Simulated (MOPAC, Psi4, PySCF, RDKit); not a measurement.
Torsional profile of C7H10, SMILES C#C/C=C\C(C)C. Scanned: dihedral C3–C4–C5–C6; all other coordinates were relaxed at GFN2-xTB. Heavy atoms are numbered in the order of the SMILES C#C/C=C\C(C)C, hydrogens after them in the order of the atoms that carry them; the mirror image has the same energies with the sign of each dihedral reversed.

- UFF // GFN2-xTB (RDKit)
- PM3, restricted, heats of formation // GFN2-xTB (MOPAC)
- RKS-B3LYP/3-21G = restricted B3LYP/3-21G // GFN2-xTB in PySCF 2.14.0
- PBE-D3(BJ)/def2-SVP // GFN2-xTB (Psi4)

Energies relative to the lowest point of each profile, in kcal/mol; the last columns give the difference from PBE-D3(BJ):

```
φ / °  UFF  PM3  RKS-B3LYP/3-21G  PBE-D3(BJ)/def2-SVP  UFF − PBE-D3(BJ)/def2-SVP  PM3 − PBE-D3(BJ)/def2-SVP  RKS-B3LYP/3-21G − PBE-D3(BJ)/def2-SVP
-----  ---  ---  ---------------  -------------------  -------------------------  -------------------------  -------------------------------------
-150   0.0  0.4              0.7                  0.5                       -0.5                       -0.1                                    0.2
-120   0.5  0.0              0.0                  0.0                        0.5                        0.0                                    0.0
-90    0.0  0.3              0.6                  0.4                       -0.3                        0.0                                    0.2
-60    1.5  1.3              2.4                  1.7                       -0.2                       -0.5                                    0.7
-30    9.1  3.0              4.2                  3.0                        6.1                        0.0                                    1.2
0      9.8  3.5              4.0                  2.6                        7.2                        0.9                                    1.3
30     7.4  3.3              3.9                  2.8                        4.6                        0.5                                    1.1
60     2.5  2.3              3.1                  2.3                        0.1                        0.0                                    0.7
90     6.7  3.2              3.8                  2.8                        3.9                        0.4                                    1.0
120    9.6  3.5              3.9                  2.6                        7.0                        0.9                                    1.3
150    9.4  3.1              4.3                  3.0                        6.4                        0.1                                    1.3
180    2.0  1.4              2.6                  2.1                       -0.1                       -0.6                                    0.6
```

UFF is furthest from PBE-D3(BJ)/def2-SVP at 0 (7.2 kcal/mol, above); its mean absolute difference over the points is 3.1 kcal/mol.

PM3 is furthest from PBE-D3(BJ)/def2-SVP at 120 (0.9 kcal/mol, above); its mean absolute difference over the points is 0.3 kcal/mol.

RKS-B3LYP/3-21G is furthest from PBE-D3(BJ)/def2-SVP at 0 (1.3 kcal/mol, above); its mean absolute difference over the points is 0.8 kcal/mol.
